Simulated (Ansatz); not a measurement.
Molecule: PbCl, charge 1, multiplicity 1. 
Structure (B3LYP-D3(BJ)/def2-TZVP (Ansatz, a program for electronic structure) minimum search):
```
Pb
Cl 1 2.3729
```
Charge +1, spin multiplicity 1.

Basis-set convergence of Hartree-Fock and CCSD correlation energies (hartree) with Ansatz. Cores are frozen in the correlated levels unless marked. No spin-orbit coupling. Frozen are the shells of the preceding noble gas and the d and f shells that filled before the atom's block. Past Kr the def2 sets carry scalar-relativistic core potentials.

| basis | functions | E(HF) | E(corr, CCSD) |
|---|---|---|---|
| def2-SVPD | 59 | -651.00507 | -0.20328 |
| def2-TZVPPD | 107 | -651.16223 | -0.25953 |
| def2-QZVPPD | 167 | -651.17593 | -0.27952 |

Extrapolating the two largest sets (X = 3 and 4) as X^-3: E(corr) = (64·(-0.27952) - 27·(-0.25953))/37 = -0.2941 Eh, an estimate of the basis-set limit. The largest set recovers 95.0 % of it, the smallest 69.1 %.
